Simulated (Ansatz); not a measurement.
```xyz
4

N     0.0008    0.0005    0.1216
H     0.9329   -0.0006   -0.2835
H    -0.4672    0.8104   -0.2837
H    -0.4664   -0.8104   -0.2839
```

Basis set: cc-pVDZ (spherical functions). Frozen core: 1 orbital. Charge 0, multiplicity 1.

Computed with Ansatz (development build ahead of 0.2.0); each method stands on the lowest determinant of its kind that the runs found. Restricted open shells among the atoms or ions are ROHF, correlated in semicanonical orbitals with singles.

Problem. Give the atomization energy at this shape (free ground-state atoms in the same class of orbitals less the molecule, no zero-point energy) of singlet NH3 by RHF-MP2, RHF.

Solution.

```
 method  atomization energy
RHF-MP2            11.51 eV
    RHF             8.41 eV
```
